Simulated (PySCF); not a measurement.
Te⁺ (tellurium, charge +1): UHF calculation

Configuration: [Kr] 4d10 5s1 5p3 6s1, high-spin 6S determinant (an excited configuration). Computed with PySCF 2.14 in aug-cc-pwCVTZ-DK3 with one added diffuse shell each of s, p, d, f type (11s10p8d5f1g, 125 functions), with scalar relativity by spin-free X2C-1e.

* Total energy: -6789.778747 hartree
* One-electron energy: -9291.8775 hartree
* Hartree (Coulomb) energy: 2676.6898 hartree
* Exchange energy: -174.5911 hartree
* ⟨S²⟩: 8.7535
* ⟨L²⟩: 0.000
* Sum of ⟨r⟩: 36.67 bohr
* Sum of ⟨r²⟩: 70.91 bohr²
* Langevin diamagnetic susceptibility: -56.2 ×10⁻⁶ cm³/mol

| shell | electrons | mean orbital energy (eV) | rms radius, mean of both spins (bohr) |
| --- | --- | --- | --- |
| 1s α | 1 | -31983.1 | 0.0320 |
| 1s β | 1 | -31982.7 | 0.0320 |
| 2s α | 1 | -5014.7 | 0.130 |
| 2s β | 1 | -5014.4 | 0.130 |
| 2p α | 3 | -4499.6 | 0.116 |
| 2p β | 3 | -4499.4 | 0.116 |
| 3s α | 1 | -1051.7 | 0.343 |
| 3s β | 1 | -1051.1 | 0.343 |
| 3p α | 3 | -879.64 | 0.343 |
| 3p β | 3 | -879.17 | 0.343 |
| 3d α | 5 | -618.42 | 0.322 |
| 3d β | 5 | -618.24 | 0.322 |
| 4s α | 1 | -208.47 | 0.815 |
| 4s β | 1 | -207.15 | 0.815 |
| 4p α | 3 | -152.49 | 0.876 |
| 4p β | 3 | -151.52 | 0.876 |
| 4d α | 5 | -68.016 | 1.04 |
| 4d β | 5 | -67.195 | 1.04 |
| 5s α | 1 | -37.247 | 2.12 |
| 5p α | 3 | -23.338 | 2.49 |
| 6s α | 1 | -8.377 | 5.38 |

The outer electron is Rydberg-like, and this basis confines it to a smaller radius and binds it less than a complete one would.

Densities and radii are taken from the X2C orbitals without a picture-change correction, which distorts them close to the nucleus.

Spin-orbit constants ζ (cm⁻¹) from the X2C one-electron operator on these orbitals: bare nucleus, nucleus screened by l(l+1)(2l+1)/3 electrons, and screened by the Breit-Pauli mean field of the electrons.

| shell | bare | screened nucleus | mean field |
| --- | --- | --- | --- |
| 2p | 1466000 | 1409000 | n/a |
| 3p | 276800 | 266100 | n/a |
| 3d | 41910 | 33850 | n/a |
| 4p | 50160 | 48230 | n/a |
| 4d | 5570 | 4499 | n/a |
| 5p | 5281 | 5078 | n/a |
